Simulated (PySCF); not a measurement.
C12H10, SMILES c1ccc(-c2ccccc2)cc1. Heavy atoms are numbered as in [cH:1]1[cH:2][cH:3][c:4](-[c:5]2[cH:6][cH:7][cH:8][cH:9][cH:10]2)[cH:11][cH:12]1. Hydrogens are named by the atom that carries them.

The structure is a stationary point at B3LYP-D3(BJ)/def2-SVP. Other conformers were not sampled.

All values below come from PySCF with PBE/pcSseg-1.

GIAO shieldings, no solvent; atoms alike by connectivity are averaged. δ = σ(ref) − σ: ¹³C against TMS (σ = 182.0 ppm); ¹H against TMS (σ = 31.49 ppm), references at their B3LYP-D3(BJ)/def2-TZVP geometries, non-relativistic.

```json
[
 {"nucleus": "¹³C", "atoms": "C4", "count": "2", "δ (ppm)": "148.5"},
 {"nucleus": "¹³C", "atoms": "C2 (CH)", "count": "4", "δ (ppm)": "134.6"},
 {"nucleus": "¹³C", "atoms": "C1 (CH)", "count": "2", "δ (ppm)": "133.1"},
 {"nucleus": "¹³C", "atoms": "C3 (CH)", "count": "4", "δ (ppm)": "133.1"},
 {"nucleus": "¹H", "atoms": "H on C3", "count": "4", "δ (ppm)": "7.83"},
 {"nucleus": "¹H", "atoms": "H on C2", "count": "4", "δ (ppm)": "7.77"},
 {"nucleus": "¹H", "atoms": "H on C1", "count": "2", "δ (ppm)": "7.66"}
]
```
